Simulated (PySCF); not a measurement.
Nuclear quadrupole coupling in `[H]/N=C\c1ccccc1S`

Compound: C₇H₇NS.
Atom-mapped SMILES: `[H]/[N:1]=[CH:2]\[c:3]1[cH:4][cH:5][cH:6][cH:7][c:8]1[SH:9]` (hydrogens: H10 on N1; H11 on C2; H12 on C4; H13 on C5; H14 on C6; H15 on C7; H16 on S9)

Cartesian coordinates in Å at the GFN2-xTB level; atoms count from 1:
```xyz
16
C7H7NS angstrom
N     -2.3613   -1.6767   -0.7676
C     -1.8970   -0.7405   -0.0668
C     -0.5149   -0.2482    0.0052
C      0.5377   -1.1464   -0.1765
C      1.8538   -0.7525   -0.0464
C      2.1468    0.5667    0.2658
C      1.1237    1.4797    0.4282
C     -0.2026    1.0855    0.2949
S     -1.4183    2.3601    0.4765
H     -1.6873   -2.1311   -1.3836
H     -2.6143   -0.2490    0.5891
H      0.3026   -2.1796   -0.3926
H      2.6487   -1.4697   -0.1829
H      3.1722    0.8858    0.3745
H      1.3392    2.5133    0.6536
H     -2.4366    1.7116   -0.0830
```

Field gradients from the PBE0/pcSseg-1 density (PySCF, non-relativistic), principal values in atomic units, ordered |Vxx| ≤ |Vyy| ≤ |Vzz|:

```
atom     Vxx     Vyy      Vzz
  N1  0.3030  0.7277  -1.0307
  S9  0.3229  2.2773  -2.6002
```

Q: Find the asymmetry η = (Vxx − Vyy)/Vzz and the couplings χ = eQV/h (234.96 MHz × Q in barn × V in au), with Q(14N) = 0.02044 b, Q(33S) = −0.0678 b.

A: 
| atom | environment | nucleus | η | χzz (MHz) | χxx (MHz) | χyy (MHz) |
| --- | --- | --- | --- | --- | --- | --- |
| N1 | imine nitrogen | 14N | 0.41 | -4.950 | 1.455 | 3.495 |
| S9 | thiol sulfur | 33S | 0.75 | 41.42 | -5.14 | -36.28 |

The tensor is traceless: Vxx + Vyy + Vzz = 0.

Q: What is Vzz at N1 in SI units (1 au = 9.71736 × 10²¹ V/m²)?

A: -1.0307 au = -10.016 × 10²¹ V/m².

Were the hydrogens deuterons (Q(2H) = 0.00286 b), χzz would run from 163 kHz (H16) to 257 kHz (H10).

Geometry: GFN2-xTB, one conformer, isolated molecule. GFN2-xTB bond lengths can be off by several hundredths of an ångström, more for odd bonds, and the gradients follow them. The basis is small and wasn't made for field gradients, so the couplings can be 20 % off.
